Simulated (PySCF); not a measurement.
# Working with the constants of PPb

M06 constants of PPb, doublet, unpaired electrons π ↑, a mixture of terms (⟨Lz²⟩ = 1.5) (P x2c-TZVPPall, Pb x2c-TZVPPall; spin-free X2C with a Gaussian nucleus (PySCF 2.14); masses 30.9738 and 207.9766 u):

```
ωe           : 377.2 cm⁻¹
ωexe         : 0.963 cm⁻¹
Be           : 0.10614 cm⁻¹
αe           : 0.000365 cm⁻¹
De to P + Pb : 3.29 eV
```

(1) What force constant and bond length do these constants imply?

(2) Estimate the centrifugal constant D from the Kratzer relation and find the Dunham coefficient a1.

Spin–orbit coupling is left out, which matters for elements this heavy, above all for dissociation energies. The state was picked by a PBE0 search and need not be the measured ground state.

Results:

(1) Reduced mass μred = 26.959 u; k = 5.8918×10⁻⁷·μred·ωe² (u, cm⁻¹, mdyn/Å) = 2.26 mdyn/Å; Re = √(16.8576/(μred·Be)) (u, cm⁻¹, Å) = 2.427 Å.

(2) D = 4Be³/ωe² = 3.36e-08 cm⁻¹; a1 = −1 − αeωe/(6Be²) = -3.04.
